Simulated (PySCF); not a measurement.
## Electron correlation in C²⁺ (carbon, charge +2)

[He] 2s2, closed-shell 1S. Calculation: PySCF 2.14, in an even-tempered Gaussian basis (20 s from 0.12 bohr⁻², ratio 2.2; 9 p from 0.23 bohr⁻², ratio 2.4; 6 d from 0.7 bohr⁻², ratio 2.4; 6 f from 1.1 bohr⁻², ratio 2.4; 5 g from 1.6 bohr⁻², ratio 2.4); the spin-free X2C one-electron Hamiltonian (Gaussian nucleus). Frozen: nothing; 4 electrons correlated; the 13 highest virtual orbitals of each spin left out.

MP2 pair energies summed by pair of shells (mhartree):

```tsv
pair	energy	share (%)
2s-2s	-46.35	48.4
1s-1s	-40.30	42.1
1s-2s	-9.17	9.6
```

Total MP2 correlation energy: -95.82 mhartree.

Same-spin part -2.39 and opposite-spin part -93.43 mhartree; SCS-MP2 scales them by 1/3 and 6/5 to -112.92 mhartree.

MP2 falls well short for the outer s pair, which is nearly degenerate with np².
